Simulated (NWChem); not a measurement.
GeHSCl, singlet; SMILES [SH][Ge][Cl]

```xyz
4

Ge     0.7507     0.0092     0.0000
Cl    -0.6913     1.6671     0.0000
S     -0.7770    -1.6269     0.0000
H      0.1616    -2.6024     0.0000
```
Atoms are numbered in this order, from 1.

Low-valent species are run as closed-shell singlets; no triplet was tried in these runs. The geometry was optimised at PBE0/def2-SVP.

Symmetry labels are those of Cs in the frame above (b1 and b2, or b-type labels, depend on it).

Task: List the 4 lowest vertical singlet excitations from PBE0/def2-SVPD, TDA (NWChem).

Result: 
| state | energy (eV) | oscillator strength | symmetry | leading excitation (squared amplitude) |
|---|---|---|---|---|
| S1 | 3.75 | 0.019 | a" | HOMO → LUMO (0.98) |
| S2 | 4.65 | 0.051 | a' | HOMO−1 → LUMO (0.88) |
| S3 | 5.23 | 0.005 | a" | HOMO−2 → LUMO (0.99) |
| S4 | 5.81 | 0.003 | a' | HOMO−3 → LUMO (0.62) |
